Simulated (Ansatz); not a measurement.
Wavefunction ladder for `C1O[SiH2]O[SiH2]1`

```xyz
11

C     0.161    1.093    0.657
O    -1.145    0.507    0.615
Si   -1.327   -0.902   -0.223
O     0.190   -1.182   -0.807
Si    1.306   -0.039   -0.375
H     0.482    1.170    1.701
H     0.106    2.109    0.256
H    -1.756   -2.001    0.674
H    -2.296   -0.734   -1.332
H     1.872    0.625   -1.577
H     2.408   -0.647    0.412
```

Total charge 0; spin multiplicity 1. All single points use the PBE0-D4/def2-TZVP geometry. Frozen core, restricted reference, Ansatz 0.2.0. CBS rows extrapolate triple and quadruple zeta; past MP2 they add the triple-zeta difference.

| basis | HF (Eh) | MP2 corr. |
| --- | --- | --- |
| def2-SVP | -768.72987 | -0.68763 |
| def2-TZVPP | -769.18690 | -0.87165 |
| def2-QZVPP | -769.21522 | -0.93940 |

(1) Estimate the CCSD correlation energy and the (T) correction in each basis where they were run (hartree).

## Answers

(1) 
| basis | CCSD corr. | (T) |
| --- | --- | --- |
| def2-SVP | -0.73571 | -0.01883 |
| def2-TZVPP | -0.91147 | -0.03420 |
| CBS(def2) | -1.02940 | as TZ |
